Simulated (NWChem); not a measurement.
# InHOI2; SMILES [OH][In]([I])[I]

```xyz
5

In     0.6880     0.0052     0.0000
I     -0.5965    -2.3272     0.0000
I     -0.5841     2.3259     0.0000
O      2.6740     0.0480     0.0000
H      3.0546    -0.8395     0.0000
```
Atoms are numbered in this order, from 1.

Level: PBE0/def2-SVP with def2 effective core potentials on In, I (NWChem), optimised geometry, unscaled harmonic frequencies. def2 effective core potentials on In, I; no spin-orbit coupling.

| frequency (cm⁻¹) | IR intensity (km/mol) |
|---|---|
| 49 | 1.2 |
| 94 | 7.0 |
| 109 | 16.5 |
| 178 | 4.4 |
| 235 | 48.3 |
| 285 | 101.2 |
| 615 | 72.8 |
| 816 | 99.9 |
| 3878 | 86.8 |

| Property | Result |
|---|---|
| zero-point energy | 8.9 kcal/mol |
| thermal correction to the enthalpy at 298.15 K (with zero-point energy) | 13.9 kcal/mol |
| heat capacity Cv | 18.8 cal/(mol K) |
| entropy at 298.15 K and 1 atm (symmetry number 1) | 93.4 cal/(mol K) |

Rigid rotor and harmonic oscillator; modes under 100 cm⁻¹ make the entropy uncertain.
